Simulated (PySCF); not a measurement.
C4H6O2, SMILES C1C(C=O)CO1.

Geometry optimised at ωB97X-D3(BJ)/def2-SVP. Other conformers were not sampled.

Level of theory: TDDFT-PBE/def2-SVPD in PySCF 2.14.0.

Vertical excitations.  State labels are in the subgroup Cs.

```csv
state,symmetry,energy (eV),λ (nm),f,main pairs
S1,A",3.79,327,0.000,HOMO→LUMO 89 %
S2,A",4.12,301,0.000,HOMO−1→LUMO 89 %
S3,A",5.77,215,0.002,HOMO−2→LUMO 100 %
S4,A',6.00,207,0.007,HOMO→LUMO+1 97 %
S5,A',6.16,201,0.005,HOMO→LUMO+2 96 %
S6,A',6.33,196,0.000,HOMO−1→LUMO+1 88 %
S7,A',6.44,193,0.016,HOMO→LUMO+3 83 %
S8,A',6.49,191,0.021,HOMO−1→LUMO+2 76 %
S9,A',6.61,188,0.055,"HOMO−3→LUMO 56 %, HOMO−1→LUMO+3 19 %, HOMO−1→LUMO+2 12 %"
S10,A",6.71,185,0.001,HOMO→LUMO+4 100 %
T1,A",3.37,367,0,HOMO→LUMO 88 %
T2,A",3.89,319,0,HOMO−1→LUMO 88 %
T3,A",5.65,220,0,HOMO−2→LUMO 100 %
T4,A',5.70,218,0,HOMO−3→LUMO 86 %
```
Triplets are in the Tamm–Dancoff approximation, which puts them higher than full response would, so one can lie above its singlet here.
